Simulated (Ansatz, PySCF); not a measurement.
GeHO, SMILES [OH+]=[Ge] (connectivity only; charge and spin as stated), charge +1, multiplicity 1. Atoms are numbered in the order given.

```xyz
3

O      0.0000     0.0000    -1.2639
Ge     0.0000     0.0000     0.4005
H      0.0000     0.0000    -2.2286
```
Charge +1, spin multiplicity 1.

Coordinates come from a PBE0-D3(BJ)/def2-TZVP optimisation. The isomer is the one that the SMILES or the coordinates give; other isomers of the formula were not compared.

Two levels are set side by side: PBE-D3(BJ)/def2-TZVP (Ansatz, a first-principles code) and PBE0-D3(BJ)/def2-TZVP (Ansatz). Each level has its own optimised geometry; the coordinates shown are those of the second. Frequencies come from the Hessian of PySCF at each geometry. Differences are taken from unrounded values.

```csv
quantity,PBE0-D3(BJ)
mean bond length (Å),1.315
bond O1–Ge2 (Å),1.664
bond O1–H3 (Å),0.965
highest harmonic wavenumber (cm⁻¹),3836
mean harmonic wavenumber (cm⁻¹),1283
zero-point energy (kcal/mol),7.33
```

**Question.** What does PBE-D3(BJ) give, and how far is it from PBE0-D3(BJ)? (Estimate from the structure and the level; the computed values follow.)

**Answer.** 
```
quantity                            PBE-D3(BJ)  PBE-D3(BJ) minus PBE0-D3(BJ)
----------------------------------  ----------  ----------------------------
mean bond length (Å)                     1.331                         0.016
bond O1–Ge2 (Å)                          1.685                         0.021
bond O1–H3 (Å)                           0.976                         0.011
highest harmonic wavenumber (cm⁻¹)        3684                          -152
mean harmonic wavenumber (cm⁻¹)           1229                           -53
zero-point energy (kcal/mol)              7.03                         -0.30
```

GGA bonds tend to be longer and softer than those of functionals with exact exchange. Differences between two approximate levels are no errors against the true value.
